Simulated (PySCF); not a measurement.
AsP3SeSeSe nortricyclane, AsP3Se3.
Bonds: As1–Se2, As1–Se5, As1–Se7, Se2–P3, P3–P4, P3–P6, P4–Se5, P4–P6, P6–Se7.

Computed by this run: PBE0-D3(BJ)/def2-SVP geometry optimisation, gas phase (PySCF); density fitting, grid level 1; the optimiser is geomeTRIC in internal coordinates, started from a GFN2-xTB structure with every atom displaced at random (about 0.03 Å).

Step 0: E = -284680.2084 eV
```
atom  x, y, z in Å  |  force x, y, z in eV/Å
As1     0.4826   -1.7339    0.9805   -0.658   1.411  -0.663
Se2     0.5218    0.4684    2.0746   -0.083  -0.363  -0.673
P3     -0.1346    1.8478    0.3578    1.042   0.341   1.532
P4     -1.3814    0.7293   -0.9445   -2.464  -1.534  -0.228
Se5    -1.7734   -1.3461   -0.0327    1.036   0.466  -0.008
P6      0.6551    0.9514   -1.5221    1.587  -0.613  -0.339
Se7     1.7217   -1.0189   -0.9821   -0.460   0.292   0.381
```

Step 1: E = -284680.5428 eV
```
atom  x, y, z in Å  |  force x, y, z in eV/Å
As1     0.4416   -1.6485    0.9413   -0.224   0.100  -0.022
Se2     0.5334    0.4530    2.0520   -0.043  -0.028  -0.118
P3     -0.1042    1.8252    0.3857    0.457   0.319   0.547
P4     -1.4230    0.6930   -0.9321   -1.178  -0.401  -0.241
Se5    -1.7355   -1.3388   -0.0453    0.366   0.041   0.053
P6      0.6696    0.9180   -1.5151    0.688  -0.120  -0.202
Se7     1.7099   -1.0039   -0.9551   -0.067   0.091  -0.018
```

Step 2: E = -284680.5899 eV
```
atom  x, y, z in Å  |  force x, y, z in eV/Å
As1     0.4269   -1.6333    0.9375    0.043  -0.181   0.101
Se2     0.5289    0.4490    2.0482   -0.009   0.090   0.050
P3     -0.0841    1.8280    0.3954    0.172   0.135   0.106
P4     -1.4543    0.6876   -0.9317   -0.431  -0.020  -0.149
Se5    -1.7082   -1.3420   -0.0486   -0.035  -0.062   0.011
P6      0.6793    0.9104   -1.5174    0.221   0.016  -0.033
Se7     1.7034   -1.0017   -0.9520    0.039   0.023  -0.086
```

Task: Estimate the geometry and energy of step 3. (The exact step hangs on the optimiser's Hessian estimate; all steps are aligned on step 2, rigid shifts and turns removed.)

Result: E = -284680.5986 eV, largest force 0.099 eV/Å
```
atom  x, y, z in Å  |  force x, y, z in eV/Å
As1     0.4287   -1.6392    0.9420    0.029  -0.063   0.038
Se2     0.5260    0.4526    2.0520   -0.015   0.039   0.002
P3     -0.0748    1.8326    0.3973    0.059   0.005  -0.018
P4     -1.4716    0.6907   -0.9357   -0.092  -0.007  -0.035
Se5    -1.7059   -1.3467   -0.0506   -0.018  -0.005   0.010
P6      0.6846    0.9102   -1.5174    0.039   0.020   0.035
Se7     1.7048   -1.0023   -0.9562   -0.002   0.011  -0.030
```

The energy changes by -0.0086 eV. The first-order estimate −F·Δx gives -0.0143 eV and the mean of the old and new forces, exact on a quadratic surface, -0.0088 eV. The step makes an angle of 22° with the force vector and moves no atom by more than 0.018 Å.

What follows is the cost of the whole optimisation. Hardware: one thread, Intel Xeon Platinum 8488C (x86_64), shared host with 96 logical CPUs at a one-minute load of 59. Cost: 6.0 min of wall time, 1.3 GiB resident at most.
